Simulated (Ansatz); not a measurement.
Computed with Ansatz on PBE0-D4/def2-TZVP structures; ΔE is electronic, products minus reactants. CCSD(T)/CBS is the MP2 limit (def2-TZVPP, def2-QZVPP) plus CCSD(T) − MP2 in def2-TZVPP, frozen cores. This one scheme is used for every species. DFT in def2-TZVPP. For Ga outer-core shells are correlated without core-valence functions, which leaves a few kJ/mol of doubt a bond. Scalar relativity is left out up to krypton. One conformer a species, not always the lowest.

Reaction (redistribution): `C[SiH2]S[SiH2][GaH2]` + BH₃ → `[SiH3][GaH2]` + `BS[SiH2]C`

`C[SiH2]S[SiH2][GaH2]`:

Cartesian coordinates in Å:
```
C 1.078 0.598 -0.992
Si 0.946 1.432 0.683
S -1.013 1.275 1.510
Si -1.316 -0.848 1.297
Ga -1.090 -1.472 -1.028
H 1.178 -0.491 -0.893
H 1.980 0.928 -1.515
H 0.224 0.854 -1.627
H 1.201 2.889 0.553
H 1.958 0.837 1.595
H -0.379 -1.574 2.201
H -2.697 -1.073 1.806
H -0.132 -2.638 -1.476
H -1.938 -0.718 -2.114
```

BH₃:

```xyz
4

B     0.000    0.000    0.000
H    -0.731    0.580   -0.744
H     1.147    0.319    0.079
H    -0.416   -0.899    0.665
```

`[SiH3][GaH2]`:

```xyz
7

Si    0.062   -0.598    0.842
Ga   -0.052    0.779   -1.137
H     1.061   -0.076    1.816
H     0.403   -2.016    0.544
H    -1.268   -0.586    1.519
H    -0.011    2.347   -1.014
H    -0.194    0.150   -2.571
```

`BS[SiH2]C`:

```xyz
11

B     2.567    0.461    0.063
S     1.253   -0.359    0.927
Si   -0.415    0.154   -0.350
C    -1.950   -0.625    0.363
H     2.362    1.078   -0.939
H     3.662    0.369    0.527
H    -0.535    1.633   -0.400
H    -0.137   -0.355   -1.717
H    -2.818   -0.389   -0.257
H    -1.848   -1.712    0.409
H    -2.140   -0.256    1.373
```

```json
{"level": "BLYP-D4", "ΔE (kJ/mol)": "-35.2"}
{"level": "r2SCAN-D4", "ΔE (kJ/mol)": "-37.8"}
{"level": "B97M-V", "ΔE (kJ/mol)": "-41.8"}
{"level": "r2SCAN", "ΔE (kJ/mol)": "-41.0"}
```

(1) What does CCSD(T)/CBS give? (Estimate.)

Largest T1 diagnostic among the species: 0.013.

Results:

(1) Computed: -29.5 kJ/mol. The listed levels differ from it by -5.7, -8.3, -12.3, -11.5 kJ/mol.

From BLYP to BHLYP (50 % exact exchange), in def2-TZVPP and without D4, ΔE moves by +13.6 kJ/mol. In def2-TZVPP, CCSD(T) changes the Hartree–Fock value by +9.1 kJ/mol (the triples alone add +1.4 kJ/mol) and MP2 by +15.6 kJ/mol. At CCSD(T), def2-SVP lies −27.5 kJ/mol from the extrapolated value and def2-TZVPP −5.3 kJ/mol.
